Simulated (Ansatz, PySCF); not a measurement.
Here is a job for Ansatz (a quantum-chemistry and plane-wave program).
Ansatz 0.2 input:
```yaml
crystal:
  periodic: [false, false, false]
  atoms:
    - {symbol: Zr, position_ang: [-0.36838690, 0.35251267, 0.73412604]}
    - {symbol: I, position_ang: [-1.91094093, -1.65624311, -0.43739609]}
    - {symbol: I, position_ang: [0.06579663, 2.21046464, -1.30217845]}
    - {symbol: I, position_ang: [2.12317215, -0.82026883, 1.18551715]}
basis:
  gaussian:
    orbitals: def2-SVP
hamiltonian:
  xc: b3lyp
magnetization: {spin_polarized: true, initial_magnetization: 1}
accuracy: high
```

### Question
Write the same job for PySCF.

### Answer
This is not unique; one that fits is 
```python
from pyscf import gto, scf, dft

mol = gto.Mole()
mol.atom = '''
    Zr   -0.368387    0.352513    0.734126
    I    -1.910941   -1.656243   -0.437396
    I     0.065797    2.210465   -1.302178
    I     2.123172   -0.820269    1.185517
'''
mol.basis = 'def2-svp'
mol.ecp = {'I': 'def2-svp', 'Zr': 'def2-svp'}
mol.charge = 0
mol.spin = 1
mol.verbose = 3
mol.build()

mf = dft.UKS(mol)
mf.xc = 'b3lyp'
mf.grids.atom_grid = (99, 590)
mf.grids.prune = None
mf.kernel()
```

Both were run: Ansatz gave -940.605131 Eh and PySCF -940.605128 Eh, 0.002 mEh apart.
